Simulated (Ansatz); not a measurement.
Al₂F₄H₂, SMILES `[F][Al@H-]1[F+][Al@@H-]([F])[F+]1`. Total charge 0; spin multiplicity 1.

```xyz
8

F     1.2863   -1.6747   -1.4030
Al    0.9220   -0.1217   -1.0285
F    -0.8703    0.0245   -0.7845
Al   -0.9175    0.1901    1.0220
F    -1.4733   -1.2071    1.6732
F     0.8756    0.0574    0.7768
H     1.5345    1.1207   -1.7397
H    -1.3572    1.6107    1.4836
```

(1) What are the harmonic wavenumbers in cm⁻¹ at PBE0-D4/def2-TZVP (Ansatz, finite differences of forces, unscaled)? (An estimate is asked.)

(2) Is this a minimum?

(3) Give the ideal-gas thermochemistry at 298.15 K and 1 bar (rigid rotor, harmonic oscillator; point group C2v, symmetry number 2).

(4) Rotational constants (cm⁻¹)?

Results:

(1) Computed: 67, 151, 197, 202, 268, 407, 410, 475, 562, 571, 589, 620, 642, 653, 856, 885, 2041, 2047.

(2) Yes, all 18 modes are real.

(3) Zero-point energy 69.6 kJ/mol; H(298) − E = 92.5 kJ/mol; entropy 357.4 J/(mol·K), of which translation 169.7, rotation 111.0, vibration 76.7; G(298) − E = -14.0 kJ/mol. Modes under 100 cm⁻¹ are hindered rotations or soft bends, so the harmonic entropy is rough.

(4) 0.143, 0.05113, 0.04911.
